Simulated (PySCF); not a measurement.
## Nuclear quadrupole coupling in `N#C[C@@]1(F)[SiH2][C@H]1F`

Compound: C₃H₃F₂NSi.
Atom-mapped SMILES: `[N:1]#[C:2][C@@:3]1([F:4])[SiH2:5][C@H:6]1[F:7]` (hydrogens: H8, H9 on Si5; H10 on C6)

Geometry (GFN2-xTB, Å), atoms numbered from 1 in this order:
```
atom  x, y, z in Å
N1    -2.039    0.876    1.790
C2    -1.186    0.818    1.027
C3    -0.095    0.695    0.134
F4     0.435    1.905   -0.258
Si5    1.128   -0.802    0.270
C6    -0.175   -0.316   -1.025
F7    -1.341   -1.018   -1.122
H8     0.720   -1.800    1.232
H9     2.491   -0.462   -0.075
H10    0.070    0.109   -1.996
```

Field gradients from the PBE0/pcSseg-1 density (PySCF, non-relativistic), principal values in atomic units, ordered |Vxx| ≤ |Vyy| ≤ |Vzz|:

```csv
atom,Vxx,Vyy,Vzz
N1,0.2867,0.7019,-0.9886
```

Task: Find the asymmetry η = (Vxx − Vyy)/Vzz and the couplings χ = eQV/h (234.96 MHz × Q in barn × V in au), with Q(14N) = 0.02044 b.

Result: 
```tsv
atom	environment	nucleus	η	χzz (MHz)	χxx (MHz)	χyy (MHz)
N1	nitrile nitrogen	14N	0.42	-4.748	1.377	3.371
```

Task: What is Vzz at N1 in SI units (1 au = 9.71736 × 10²¹ V/m²)?

Result: -0.9886 au = -9.606 × 10²¹ V/m².

Task: What couplings would deuterons (Q(2H) = 0.00286 b) have in place of the hydrogens, at this geometry?

Result: 
```tsv
atom	bonded to	bond length (Å)	Vzz (au)	η	χzz (kHz)
H8	Si5	1.445	0.1741	0.06	117
H9	Si5	1.446	0.1737	0.06	117
H10	C6	1.087	0.3064	0.13	206
```

Geometry: GFN2-xTB; no solvent, vibrations or thermal averaging. GFN2-xTB bond lengths can be off by several hundredths of an ångström, more for odd bonds, and the gradients follow them. These gradients aren't converged with respect to the basis.
